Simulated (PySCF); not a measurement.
Correlation energy of Ho²⁺ (holmium, charge +2)

Starting occupation: [Xe] 4f11, 4f5/2 with m_j = -5/2, -3/2, -1/2, +1/2, +3/2, +5/2, 4f7/2 with m_j = -1/2, +1/2, +3/2, +5/2, +7/2. Computed with PySCF 2.14 in x2c-TZVPall-2c (11s11p10d4f1g, 131 functions), with X2C-1e with screened-nucleus spin-orbit coupling, Gaussian nucleus. Frozen: [Ar] 3d10; 37 electrons correlated; the 18 highest virtual spinors left out.

MP2 pair energies summed by pair of shells (mhartree):

| pair | energy | share (%) |
| --- | --- | --- |
| 4f-4f | -299.58 | 23.3 |
| 4d-4f | -221.08 | 17.2 |
| 4f-5p | -151.75 | 11.8 |
| 5p-5p | -121.14 | 9.4 |
| 4d-4d | -104.69 | 8.1 |
| 4d-4p | -74.48 | 5.8 |
| 4f-4p | -69.28 | 5.4 |
| 4d-5p | -61.45 | 4.8 |
| 4f-5s | -36.22 | 2.8 |
| 5p-5s | -32.78 | 2.5 |
| 4d-4s | -20.74 | 1.6 |
| 4d-5s | -19.31 | 1.5 |
| 4p-4p | -19.28 | 1.5 |
| 4f-4s | -17.72 | 1.4 |
| 4p-5p | -11.31 | 0.9 |
| 4p-4s | -10.54 | 0.8 |
| 5s-5s | -6.09 | 0.5 |
| 4p-5s | -5.69 | 0.4 |
| 4s-5p | -2.01 | 0.2 |
| 4s-4s | -1.73 | 0.1 |
| 4s-5s | -0.89 | 0.1 |

Total MP2 correlation energy: -1287.7 mhartree.

The GHF reference relaxed away from the jj start to a determinant that is no pure jj level (⟨S²⟩ = 3.78, ⟨J²⟩ = 63.76); the energies belong to that determinant.

This basis was not built for core-valence correlation, so the inner-shell part is incomplete.
